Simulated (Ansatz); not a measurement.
Mulliken charges of C2H4BFO, SMILES `C=C(F)BO` from r2SCAN/def2-TZVPP in Ansatz (PBE0-D4/def2-TZVP geometry).

| atom | x (Å) | y (Å) | z (Å) | charge (e) |
| --- | --- | --- | --- | --- |
| C1 | -1.169 | 0.333 | 0.991 | -0.144 |
| C2 | 0.007 | 0.241 | 0.386 | 0.128 |
| F3 | 1.081 | 0.863 | 0.945 | -0.228 |
| B4 | 0.312 | -0.524 | -0.936 | 0.130 |
| O5 | 1.559 | -0.536 | -1.442 | -0.276 |
| H6 | -2.022 | -0.162 | 0.545 | 0.096 |
| H7 | -1.308 | 0.885 | 1.913 | 0.096 |
| H8 | -0.552 | -1.109 | -1.519 | -0.017 |
| H9 | 2.181 | -0.037 | -0.900 | 0.215 |

Q: By hand: the dipole of these point charges (1 e Å = 4.8032 D).

A: Σ q r = (-0.308, -0.054, 0.036) e Å, of length 0.315 e Å = 1.51 D.

Q: How does the dipole of the full density compare? (Best estimate.)

A: Computed: (-0.114, 0.081, 0.172) e Å, 1.06 D; the point charges give 1.42 times that, at 58° from its direction.

Point charges leave out the atoms' own dipoles, such as those of lone pairs, and Mulliken's split depends on the basis, so the two needn't agree.
